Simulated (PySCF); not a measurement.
C4H6Ge. Atoms are numbered in the order given.

```xyz
11

C     -1.0503     2.6999     0.0000
C     -0.2615     1.7754     0.0000
C      0.5961     0.6402     0.0000
C      1.9377     0.7408     0.0000
Ge    -0.2841    -1.1108     0.0000
H     -1.7351     3.5274     0.0000
H      2.4371     1.7150     0.0000
H      2.5739    -0.1486     0.0000
H     -1.1652    -1.2465     1.2531
H     -1.1652    -1.2465    -1.2531
H      0.8125    -2.1909     0.0000
```

Coordinates come from a PBE0-D3(BJ)/def2-SVP optimisation. This is a generated structure with no PubChem entry under its InChIKey; it may be hypothetical.

Method: TDA-ωB97X/def2-SVPD in PySCF 2.14.0.

Vertical excitations. Isolated molecule, no solvent. State labels are in the subgroup Cs.

```
state  symmetry  energy (eV)  λ (nm)      f                                                                    main pairs
-----  --------  -----------  ------  -----  ----------------------------------------------------------------------------
S1           A"         5.28     235  0.000                                                              HOMO−1→LUMO 93 %
S2           A'         5.82     213  0.196                                                                HOMO→LUMO 69 %
S3           A"         6.27     198  0.000                          HOMO→LUMO+2 51 %, HOMO→LUMO+7 18 %, HOMO→LUMO+3 15 %
S4           A"         7.08     175  0.002                                            HOMO−3→LUMO 49 %, HOMO−4→LUMO 38 %
S5           A"         7.30     170  0.005                                            HOMO→LUMO+1 66 %, HOMO→LUMO+3 11 %
S6           A'         7.65     162  0.470       HOMO−2→LUMO 22 %, HOMO→LUMO 21 %, HOMO−1→LUMO+2 18 %, HOMO−1→LUMO+7 8 %
S7           A'         7.85     158  0.004                    HOMO−1→LUMO+1 53 %, HOMO−1→LUMO+3 19 %, HOMO−1→LUMO+2 10 %
S8           A"         8.13     152  0.001                          HOMO→LUMO+3 47 %, HOMO→LUMO+2 17 %, HOMO→LUMO+1 12 %
S9           A'         8.23     151  0.049                                            HOMO−2→LUMO 42 %, HOMO→LUMO+4 38 %
S10          A"         8.27     150  0.028     HOMO→LUMO+5 39 %, HOMO−2→LUMO+2 16 %, HOMO→LUMO+3 14 %, HOMO−2→LUMO+1 6 %
T1           A'         3.48     356      0                                                                HOMO→LUMO 91 %
T2           A"         4.95     250      0                                                              HOMO−1→LUMO 88 %
T3           A'         5.49     226      0  HOMO−1→LUMO+2 23 %, HOMO−1→LUMO+7 16 %, HOMO−2→LUMO 13 %, HOMO−1→LUMO+3 11 %
T4           A'         5.92     210      0     HOMO−2→LUMO 25 %, HOMO−5→LUMO 18 %, HOMO−1→LUMO+2 16 %, HOMO−1→LUMO+7 9 %
```
Triplets are in the Tamm–Dancoff approximation.
